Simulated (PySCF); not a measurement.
C6H7NO2.
Numbering: `[CH3:1][CH2:2]/[C:3](=[CH:4]/[C:5]#[N:6])[C:7](=[O:8])[OH:9]` (hydrogens: H10, H11, H12 on C1; H13, H14 on C2; H15 on C4; H16 on O9)

Cartesian coordinates in Å at the GFN2-xTB level; atoms count from 1:
```xyz
16
C6H7NO2 angstrom
C     -2.0257   -0.4901   -0.2902
C     -1.2061   -0.0242    0.9167
C      0.2156    0.2201    0.5232
C      0.7271    1.4486    0.3613
C      2.0596    1.7428    0.0182
N      3.1321    2.0582   -0.2384
C      1.0418   -1.0068    0.3412
O      0.8062   -2.0586    0.8790
O      2.0757   -0.8270   -0.4828
H     -3.0564   -0.6637    0.0071
H     -2.0125    0.2630   -1.0752
H     -1.6199   -1.4168   -0.6883
H     -1.2202   -0.8099    1.6747
H     -1.6438    0.8843    1.3325
H      0.1072    2.3227    0.5245
H      2.6114   -1.6337   -0.5472
```

Computed at PBE0/pcSseg-1 (PySCF, non-relativistic), with Q(14N) = 0.02044 b, Q(17O) = −0.0256 b: N6, 14N (I = 1): χzz = -4.675 MHz, η = 0.116; O8, 17O (I = 5/2): χzz = 9.767 MHz, η = 0.185; O9, 17O (I = 5/2): χzz = -9.894 MHz, η = 0.412.

Question: Find the zero-field quadrupole resonance frequencies of 14N at N6.

Answer: From ν± = (3/4)|χ|(1 ± η/3) and ν0 = |χ|η/2: ν+ 3.642 MHz, ν− 3.371 MHz, ν0 0.271 MHz (nitrile nitrogen).

Question: Where would the pure quadrupole (NQR) lines of 17O at O8 fall for the rigid, isolated species?

Answer: From the eigenvalues of H = χ/[4I(2I − 1)] × [3Iz² − I(I + 1) + η(Ix² − Iy²)], steps between neighbouring levels, labelled as for η = 0: ±1/2↔±3/2 1.519 MHz, ±3/2↔±5/2 2.910 MHz (acid carbonyl oxygen).

Question: Where would the pure quadrupole (NQR) lines of 17O at O9 fall for the rigid, isolated species?

Answer: From the eigenvalues of H = χ/[4I(2I − 1)] × [3Iz² − I(I + 1) + η(Ix² − Iy²)], steps between neighbouring levels, labelled as for η = 0: ±1/2↔±3/2 1.736 MHz, ±3/2↔±5/2 2.877 MHz (acid hydroxyl oxygen).

In a crystal, neighbours and librations shift these lines. GFN2-xTB bond lengths can be off by several hundredths of an ångström, more for odd bonds, and the gradients follow them. With a basis this small, the couplings can be 20 % off.

One conformer stands for the species.
